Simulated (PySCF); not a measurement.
Al(F)(Me)(NCO) (C₂H₃AlFNO), SMILES [CH3][Al]([F])[N]=C=O.

Geometry optimised at PBE-D3(BJ)/def2-SVP. The structure was generated by enumeration; whether it is a known compound was not checked. Other conformers were not sampled.

These are PBE-D3(BJ)/def2-SVP (PySCF 2.14.0) values and carry that method's errors.

Frequencies are harmonic and unscaled.

```csv
mode,ν (cm⁻¹),IR (km/mol),moving atoms (share of kinetic energy)
1,5,0.0,H 98 %
2,59,0.5,"O 31 %, N 26 %, F 17 %, C 15 %"
3,91,0.4,"N 55 %, O 24 %"
4,172,4.6,"C 28 %, F 24 %, H 22 %, N 13 %"
5,231,32.9,"Al 56 %, H 15 %, N 14 %, F 10 %"
6,246,31.0,"N 37 %, F 34 %, C 12 %, Al 12 %"
7,485,25.3,"C 38 %, O 20 %, Al 14 %, F 13 %, H 10 %"
8,594,22.5,"C 72 %, O 15 %, N 14 %"
9,607,23.2,"C 72 %, N 14 %, O 14 %"
10,649,69.6,"H 74 %, C 18 %"
11,664,19.7,"H 50 %, C 26 %, Al 13 %, F 8 %"
12,705,188.1,"Al 41 %, H 31 %, C 23 %"
13,867,144.1,"Al 49 %, F 45 %"
14,1172,20.6,"H 79 %, C 21 %"
15,1375,1.6,H 96 %
16,1377,1.5,H 95 %
17,1460,40.7,"N 57 %, O 40 %"
18,2380,1208.7,"C 70 %, N 18 %, O 12 %"
19,2976,0.2,H 97 %
20,3068,0.6,"H 91 %, C 9 %"
21,3089,1.4,"H 91 %, C 9 %"
```
